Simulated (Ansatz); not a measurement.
Computed with Ansatz on PBE0-D4/def2-TZVP structures; ΔE is electronic, products minus reactants. CBS: MP2 limit from def2 TZ/QZ plus the TZ coupled-cluster correction, frozen cores. This one scheme is used for every species. Functionals use def2-TZVPP. For Ga outer-core shells are correlated without core-valence functions, which leaves a few kJ/mol of doubt a bond. Scalar relativity is left out up to krypton.

Consider the formal exchange of groups at a Ga–O bond: `[AlH2][O][GaH2]` + ethylene → `C=[CH][GaH2]` + `[OH][AlH2]`.

`[AlH2][O][GaH2]`:

```xyz
7

Al   -0.099   -0.538    1.601
O    -0.002   -0.007    0.016
Ga    0.102    0.556   -1.657
H     1.243   -0.839    2.386
H    -1.530   -0.718    2.256
H     0.168    2.104   -1.851
H     0.118   -0.558   -2.751
```

`C=C`:

Z-matrix (Å, degrees):
```
C
C 1 1.323
H 1 1.085 2 121.7
H 1 1.085 2 121.7 3 -180.0
H 2 1.085 1 121.7 3 -0.0
H 2 1.085 1 121.7 3 -180.0
```

`C=[CH][GaH2]`:

Z-matrix (Å, degrees):
```
C
C 1 1.334
H 1 1.089 2 122.7
H 1 1.088 2 121.7 3 -180.0
Ga 2 1.950 1 120.5 3 180.0
H 2 1.089 1 117.7 3 -0.0
H 5 1.572 2 116.7 1 0.0
H 5 1.569 2 122.0 1 -180.0
```

`[OH][AlH2]`:

Z-matrix (Å, degrees):
```
Al
O 1 1.696
H 1 1.585 2 119.7
H 1 1.577 2 116.0 3 -180.0
H 2 0.956 1 123.4 3 -0.0
```

| level | ΔE (kJ/mol) |
| --- | --- |
| PBE | 78.7 |
| HF/CBS(def2) | 100.8 |

Question: What does CCSD(T)/CBS give? (Estimate.)

Answer: The calculation gave: +81.9 kJ/mol. The listed levels differ from it by -3.2, 18.9 kJ/mol.

Question: What do rigid-rotor, harmonic-oscillator terms from PBE0-D4/def2-TZVP frequencies (298.15 K, 1 bar) make of the CCSD(T)/CBS value? (Best estimate.)

Answer: Ansatz gave: ΔZPE = -0.6 kJ/mol, ΔH = +79.9 kJ/mol, ΔS = 3 J/(mol·K), ΔG = +78.9 kJ/mol.

Largest T1 diagnostic among the species: 0.015.

From BLYP to BHLYP (50 % exact exchange), in def2-TZVPP and without D4, ΔE moves by +3.5 kJ/mol. Leaving LDA and LC-ωPBE aside and taking each functional with its dispersion term where it has one, the values, not all of them listed here, spread over 15.5 kJ/mol, from revPBE-D4 to BHLYP-D4. At CCSD(T), def2-SVP lies +20.2 kJ/mol from the extrapolated value and def2-TZVPP +4.3 kJ/mol.
